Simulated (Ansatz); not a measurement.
Si₂₁H₃₀⁻. Total charge -1; doublet. Geometry r2SCAN-D4/def2-SVP; atoms count from 1.

Cartesian coordinates in Å:
```
Si 1.136 0.444 -4.317
Si -0.390 -4.118 0.334
Si -1.133 -2.382 -2.967
Si 1.582 -0.776 -0.834
Si 0.025 -0.508 2.580
Si 0.652 1.413 -0.707
Si -1.724 -0.783 0.516
Si 2.666 2.541 2.181
Si -1.060 2.987 2.710
Si -2.339 1.067 -3.031
Si 1.553 -2.788 0.406
Si 2.224 0.329 2.890
Si 1.054 -1.509 -3.022
Si 2.516 2.756 -0.163
Si -0.110 1.847 -2.910
Si -0.926 -4.481 -1.927
Si -2.232 -2.968 1.226
Si -2.544 -0.916 -1.768
Si -1.244 0.966 3.888
Si -1.058 2.626 0.387
Si 1.045 3.939 3.153
H 0.536 0.294 -5.686
H 2.548 0.926 -4.485
H -0.056 -5.435 0.984
H -1.624 -2.577 -4.377
H 3.066 -0.486 -0.920
H 0.090 -1.792 3.377
H -2.794 0.079 1.148
H 4.029 2.944 2.681
H -2.142 3.989 3.013
H -2.650 0.786 -4.477
H -3.301 2.137 -2.604
H 2.585 -3.545 -0.394
H 2.110 -2.707 1.793
H 3.246 -0.538 2.210
H 2.612 0.328 4.348
H 2.028 -2.561 -3.477
H 3.790 2.302 -0.814
H 2.313 4.199 -0.525
H -0.009 3.305 -3.259
H 0.129 -5.297 -2.621
H -2.209 -5.259 -2.022
H -3.484 -3.586 0.664
H -2.293 -3.134 2.716
H -3.945 -1.424 -2.049
H -2.691 0.571 3.960
H -0.792 1.199 5.305
H -2.408 2.238 -0.125
H -0.778 3.982 -0.213
H 1.276 4.046 4.634
H 1.126 5.332 2.596
```

Single mean-field runs in def2-SVP are fitted with def2-universal-jkfit.

(1) Estimate the Mulliken populations of the heavy atoms from the PBE0/def2-SVP orbitals of Ansatz.

(2) Where does the spin sit?

(3) And the Mayer bond orders between heavy atoms (over 0.3)?

Results:

(1) 
```
atom  charge (e)  spin (α − β)
 Si1        0.15          0.00
 Si2       -0.09          0.00
 Si3       -0.05         -0.01
 Si4        0.01          0.02
 Si5       -0.21          0.32
 Si6       -0.28          0.02
 Si7       -0.24          0.36
 Si8       -0.11         -0.01
 Si9       -0.08          0.00
Si10        0.09         -0.01
Si11        0.09          0.00
Si12        0.08          0.03
Si13       -0.07          0.00
Si14        0.16          0.02
Si15       -0.06          0.00
Si16        0.13          0.00
Si17        0.11         -0.01
Si18       -0.02          0.17
Si19        0.12          0.00
Si20        0.08          0.00
Si21        0.11          0.00
```
Mulliken values depend strongly on the basis.

(2) Summed by element: Si 0.91, H 0.09, of 1 unpaired in all. Largest on single atoms: Si7 0.36, Si5 0.32, Si18 0.17.

(3) Si1–Si13 0.94 (2.35 Å); Si1–Si15 0.94 (2.35 Å); Si2–Si11 0.94 (2.36 Å); Si2–Si16 0.95 (2.35 Å); Si2–Si17 0.93 (2.35 Å); Si3–Si13 0.92 (2.35 Å); Si3–Si16 0.95 (2.35 Å); Si3–Si18 0.92 (2.36 Å); Si4–Si6 0.90 (2.38 Å); Si4–Si11 0.94 (2.36 Å); Si4–Si13 0.92 (2.37 Å); Si5–Si7 0.49 (2.72 Å); Si5–Si12 0.94 (2.37 Å); Si5–Si19 0.95 (2.34 Å); Si6–Si14 0.90 (2.36 Å); Si6–Si15 0.90 (2.37 Å); Si6–Si20 0.92 (2.36 Å); Si7–Si17 0.93 (2.35 Å); Si7–Si18 0.82 (2.43 Å); Si8–Si12 0.94 (2.36 Å); Si8–Si14 0.94 (2.36 Å); Si8–Si21 0.94 (2.35 Å); Si9–Si19 0.94 (2.35 Å); Si9–Si20 0.94 (2.35 Å); Si9–Si21 0.94 (2.35 Å); Si10–Si15 0.93 (2.36 Å); Si10–Si18 0.95 (2.36 Å).
